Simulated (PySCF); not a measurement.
## Molecular orbitals of LiHg⁺

PBE0 at R = 2.694 Å; basis Li def2-SVPD, Hg def2-SVPD with ECP60; scalar-relativistic core potentials; PySCF 2.14. State: ¹Σ⁺ (singlet), closed shell. Only the outer orbitals are listed, counted within each symmetry, core potentials removing the inner ones.

```tsv
orbital	occ.	ε (eV)	on Li (%)	main shells (%)
4σ	2	-17.34	1	99 Hg d
2π	2	-17.21	0	100 Hg d
2π	2	-17.21	0	100 Hg d
1δ	2	-17.06	0	100 Hg d
1δ	2	-17.06	0	100 Hg d
5σ	2	-13.02	6	92 Hg s
6σ	0	-6.32	60	59 Li s, 34 Hg p
3π	0	-5.32	46	54 Hg p, 46 Li p
3π	0	-5.32	46	54 Hg p, 46 Li p
```

Q: Which are the highest filled and the lowest empty level, where do they sit, and how wide is the gap?

A: Highest filled 5σ at -13.02 eV (in %: 92 Hg s); lowest empty 6σ at -6.32 eV (in %: 59 Li s, 34 Hg p); the gap at PBE0 is 6.70 eV.

- bond order (Mayer): 0.26
- ⟨S²⟩: 0.000
- charge on Li (Mulliken, basis-dependent): 0.86
- charge on Li (Löwdin, basis-dependent): 0.55
- dipole moment (positive dipole points towards Hg; it is taken about the centre of mass and depends on that origin): -9.31 D
- polarisability along the bond: 38.3 bohr³
- polarisability across the bond: 30.6 bohr³

Closed-shell solutions of metal pairs were not tested for spin polarisation, which can lower them a little. Spin–orbit coupling is left out.
